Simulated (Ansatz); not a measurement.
Reaction (SMILES): [SiH3][SiH2][SiH]([SiH3])[SiH3] + 4 [H][H] (H2) -> 5 [SiH4] (SiH4)
Geometries: B3LYP-D3(BJ)/def2-TZVP minima from Ansatz (a quantum-chemistry and plane-wave program), one conformer each, not searched for the lowest.

Quantity: energy of full hydrogenation (electronic energy difference), in kcal/mol. Valence correlation only, unless marked. No spin-orbit coupling. Non-relativistic. Basis-set limits of correlation are two-point, X^-3; Hartree-Fock from the larger set.

```csv
level,program,energy of full hydrogenation (kcal/mol)
PBE0/def2-SVP,Ansatz,-13.5
```

Predict the CCSD(T)/CBS(cc-pV(T+d)Z,cc-pV(Q+d)Z) result (Ansatz).

-11.0 kcal/mol
